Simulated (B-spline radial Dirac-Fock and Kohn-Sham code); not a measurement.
# Gd⁵⁹⁺: eigenvalues, ΔSCF and the reference

System: Gd⁵⁹⁺ in the configuration [He] 2s2 2p1.

The density-functional columns are spherical, spin-unpolarised Dirac-Kohn-Sham results without Breit or QED terms: −ε is minus the orbital energy of the initial state and ΔSCF the difference of two total energies. The reference in the last column comes from multi-electron Dirac-Fock with separately optimised hole states, Breit and Lamb-shift corrections added in first order. All numbers are from a B-spline atomic structure program, in eV; a selection of levels is shown. For the 1s level of heavy atoms much of the gap between ΔSCF and the reference is the Breit and QED part, -189.2 eV here; for other levels the error of the functional can be larger.

```tsv
level	LDA −ε	LDA ΔSCF	Dirac-Fock
1s	56271.8	56795.4	56593.4
2s	13580.8	13708.8	13675.8
2p	12860.8	13008.6	13011.4
```

Values without a named source are computed, but for edge energies of neutral atoms, which are taken from tables.
